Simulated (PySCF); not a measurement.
C2H5BClN. Atoms are numbered in the order given.

```xyz
10

B     -0.0953     0.2384     0.0558
Cl     1.3071     0.1457     1.1562
C     -0.1179    -0.6663    -1.2153
C     -1.2437    -1.1247    -1.7777
H      0.8393    -0.9861    -1.6449
H     -1.2382    -1.7838    -2.6523
H     -2.2326    -0.8768    -1.3740
N     -1.1274     1.1132     0.3842
H     -1.1275     1.6705     1.2280
H     -1.9230     1.2614    -0.2221
```
Charge 0, spin multiplicity 1.

The structure is a stationary point at PBE0-D3(BJ)/def2-SVP. This is a generated structure with no PubChem entry under its InChIKey; it may be hypothetical. The values are those of a single conformer.

The numbers are results of TDDFT-PBE/def2-SVPD run with PySCF, not measurements.

Vertical excitations. The molecule is in vacuum.

| state | energy (eV) | λ (nm) | f | main pairs |
|---|---|---|---|---|
| S1 | 5.26 | 236 | 0.008 | HOMO−2→LUMO 60 %, HOMO−1→LUMO 34 % |
| S2 | 5.34 | 232 | 0.033 | HOMO→LUMO 45 %, HOMO−1→LUMO 42 %, HOMO−2→LUMO 9 % |
| S3 | 6.06 | 205 | 0.275 | HOMO→LUMO 42 %, HOMO−2→LUMO 25 %, HOMO−1→LUMO 17 % |
| S4 | 6.34 | 196 | 0.004 | HOMO→LUMO+1 97 % |
| S5 | 6.40 | 194 | 0.000 | HOMO−3→LUMO 97 % |
| S6 | 6.70 | 185 | 0.005 | HOMO−1→LUMO+1 98 % |
| S7 | 6.89 | 180 | 0.025 | HOMO−2→LUMO+1 99 % |
| S8 | 6.91 | 179 | 0.001 | HOMO−4→LUMO 77 %, HOMO→LUMO+2 16 % |
| S9 | 7.45 | 166 | 0.014 | HOMO→LUMO+3 58 %, HOMO→LUMO+2 25 % |
| S10 | 7.53 | 165 | 0.029 | HOMO→LUMO+3 39 %, HOMO→LUMO+2 21 %, HOMO−5→LUMO 13 %, HOMO→LUMO+4 12 % |
| T1 | 3.96 | 313 | 0 | HOMO→LUMO 85 % |
| T2 | 4.81 | 258 | 0 | HOMO−1→LUMO 80 % |
| T3 | 5.07 | 244 | 0 | HOMO−2→LUMO 85 % |
| T4 | 5.97 | 208 | 0 | HOMO−3→LUMO 98 % |
Triplets are in the Tamm–Dancoff approximation, which puts them higher than full response would, so one can lie above its singlet here.
